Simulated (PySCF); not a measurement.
## Partial charges of `C[SiH2][Si]([SiH3])([SiH3])[SiH3]`

CH14Si5.
Numbering: `[CH3:1][SiH2:2][Si:3]([SiH3:4])([SiH3:5])[SiH3:6]` (hydrogens: H7, H8, H9 on C1; H10, H11 on Si2; H12, H13, H14 on Si4; H15, H16, H17 on Si5; H18, H19, H20 on Si6)

Cartesian coordinates in Å at the GFN2-xTB level; atoms count from 1:
```
atom  x, y, z in Å
C1    -2.6341    1.1495    0.3558
Si2   -1.8221   -0.3623   -0.4593
Si3    0.5017   -0.2872   -0.1098
Si4    1.5058   -2.1477   -1.1146
Si5    1.3766    1.6796   -1.0429
Si6    0.9551   -0.2965    2.1923
H7    -3.7111    1.1544    0.2153
H8    -2.2452    2.0739   -0.0621
H9    -2.4431    1.1659    1.4252
H10   -2.4599   -1.5594    0.1092
H11   -2.1987   -0.3459   -1.8809
H12    1.2650   -2.1968   -2.5580
H13    2.9600   -2.1739   -0.9418
H14    1.0047   -3.4111   -0.5702
H15    0.7916    2.8888   -0.4563
H16    1.1382    1.7713   -2.4855
H17    2.8244    1.7993   -0.8545
H18    0.4418   -1.4951    2.8602
H19    0.3550    0.8452    2.8887
H20    2.3893   -0.2416    2.4861
```

Density: PBE0/pcSseg-1 (PySCF); schemes: Mulliken, IAO, Hirshfeld and ESP-fitted. Isolated species at its GFN2-xTB geometry, gas phase.

Problem. Do the Mulliken, IAO, Hirshfeld and ESP-fitted schemes agree on where the charge is lowest?

Solution. The schemes don't all agree: Mulliken Si3 (-0.652); IAO C1 (-0.699); Hirshfeld C1 (-0.210); ESP-fitted C1 (-0.533).

Problem. Do the Mulliken, IAO, Hirshfeld and ESP-fitted schemes agree on where the charge is highest?

Solution. All schemes agree: Mulliken Si2 (+0.448); IAO Si2 (+0.500); Hirshfeld Si2 (+0.249); ESP-fitted Si2 (+0.516).

Problem. Give the atomic charges in each scheme.

Solution. In e:

```tsv
atom	environment	Mulliken	IAO	Hirshfeld	ESP-fitted
C1	Si-methyl carbon	-0.614	-0.699	-0.210	-0.533
Si2	SiH2 silicon	+0.448	+0.500	+0.249	+0.516
Si3	four-coordinate silicon	-0.652	-0.153	+0.029	-0.197
Si4	SiH3 silicon	+0.313	+0.317	+0.207	+0.194
Si5	SiH3 silicon	+0.301	+0.314	+0.209	+0.267
Si6	SiH3 silicon	+0.301	+0.314	+0.208	+0.279
H7	methyl hydrogen	+0.148	+0.161	+0.046	+0.143
H8	methyl hydrogen	+0.145	+0.155	+0.040	+0.127
H9	methyl hydrogen	+0.145	+0.155	+0.040	+0.126
H10	Si–H hydrogen	-0.046	-0.105	-0.079	-0.135
H11	Si–H hydrogen	-0.046	-0.105	-0.079	-0.134
H12	Si–H hydrogen	-0.050	-0.095	-0.074	-0.065
H13	Si–H hydrogen	-0.051	-0.096	-0.074	-0.053
H14	Si–H hydrogen	-0.050	-0.095	-0.074	-0.064
H15	Si–H hydrogen	-0.053	-0.097	-0.074	-0.079
H16	Si–H hydrogen	-0.047	-0.094	-0.074	-0.078
H17	Si–H hydrogen	-0.046	-0.093	-0.073	-0.073
H18	Si–H hydrogen	-0.047	-0.094	-0.074	-0.082
H19	Si–H hydrogen	-0.053	-0.097	-0.074	-0.081
H20	Si–H hydrogen	-0.046	-0.093	-0.073	-0.076
```

Mean size of the charges over all atoms: IAO 0.192 e, Mulliken 0.180 e, ESP-fitted 0.165 e, Hirshfeld 0.103 e. Each set sums to the total charge, 0, to within 0.002 e. The IAO scheme counts the electrons in orthogonalised intrinsic atomic orbitals, a minimal basis polarised so that it spans the occupied orbitals exactly. The ESP scheme is a least-squares fit of atom-centred charges to the potential on four shells outside the van der Waals surface, with the total charge fixed.

Problem. Sum the charges by element, for elements with more than one atom.

Solution. 
| element | atoms | Mulliken | IAO | Hirshfeld | ESP-fitted |
| --- | --- | --- | --- | --- | --- |
| Si | 5 | +0.711 | +1.292 | +0.902 | +1.059 |
| H | 14 | -0.097 | -0.592 | -0.693 | -0.525 |

Problem. How many electrons does the Hirshfeld scheme count on Si2?

Solution. Z − q = 14 − (+0.249) = 13.751.
